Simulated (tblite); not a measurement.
Species: C₆H₁₆P₂.
Atom-mapped SMILES: `[CH2:1]=[P@@:2]([PH2:3])([CH2:4][CH3:5])[CH:6]([CH3:7])[CH3:8]` (hydrogens: H9, H10 on C1; H11, H12 on P3; H13, H14 on C4; H15, H16, H17 on C5; H18 on C6; H19, H20, H21 on C7; H22, H23, H24 on C8)

A start from a force field or distance geometry was refined with GFN2-xTB geometry optimisation, gas phase (tblite 0.8.0). Values at the start:

| coordinate | start |
| --- | --- |
| C1=P2 | 1.626 Å |
| C1–H9 | 1.080 Å |
| P2–P3 | 2.176 Å |
| P2–C4 | 1.810 Å |
| P2–C6 | 1.800 Å |
| P3–H11 | 1.446 Å |
| C4–C5 | 1.517 Å |
| C4–H13 | 1.105 Å |
| C4–H14 | 1.108 Å |
| C5–H15 | 1.100 Å |
| C6–C7 | 1.538 Å |
| C6–C8 | 1.498 Å |
| C6–H18 | 1.122 Å |
| C7–H19 | 1.097 Å |
| C8–H22 | 1.094 Å |
| C1–P2–P3 | 110.7° |
| C1–P2–C4 | 112.2° |
| P2–C6–C7 | 106.5° |
| P2–C6–C8 | 115.0° |
| P3–P2–C4 | 105.3° |
| P3–P2–C6 | 108.4° |
| C4–P2–C6 | 112.9° |
| C7–C6–C8 | 104.8° |
| C1–P2–C4–C5 | 101° |
| C1–P2–C6–C7 | 71° |

Task: How do these coordinates change at the GFN2-xTB level?

Result: 
```csv
coordinate,GFN2-xTB (Å or °),change
P2–P3,2.274,+0.098
C1=P2,1.706,+0.080
P3–H11,1.390,-0.056
P2–C6,1.855,+0.055
P2–C4,1.843,+0.033
C6–C8,1.522,+0.024
C6–H18,1.098,-0.024
C6–C7,1.525,-0.013
C4–H14,1.095,-0.013
C5–H15,1.088,-0.012
C4–H13,1.096,-0.009
C1–H9,1.088,+0.008
C8–H22,1.086,-0.008
C7–H19,1.091,-0.006
C4–C5,1.520,+0.003
C1–P2–P3,131.0,+20.3
P3–P2–C4,96.2,-9.1
P3–P2–C6,100.8,-7.6
C4–P2–C6,107.0,-5.9
C7–C6–C8,110.6,+5.8
P2–C6–C8,110.7,-4.3
C1–P2–C4,108.5,-3.7
P2–C6–C7,110.1,+3.6
C1–P2–C4–C5,53,-48
C1–P2–C6–C7,93,+22
```

The energy falls by 1.899 eV over 128 L-BFGS steps, the largest force on an atom goes from 2.87 to 0.010 eV/Å, and the atoms move by 0.608 Å rms after alignment. The bond that changes most is P2–P3 (ends: phosphorus bonded to 3 C and P; three-coordinate phosphorus), which lengthens by 0.098 Å. Bonds longer at the end by more than 0.005 Å: 7 of 23; shorter: 15. Among the dihedrals that turn most is C1–P2–P3–H12, from 137° to 55°. Rotational constants go from 1499, 1282, 904.4 to 1419, 1261, 875.1 MHz.

Its GFN2-xTB frequencies are all real (lowest 36 cm⁻¹). The numbers are those of one conformer. 3 starts were optimised and ended at 0.00, 0.39 and 4.80 kcal/mol (GFN2-xTB); the lowest of these is shown.

The numbers are calculated, not measured.
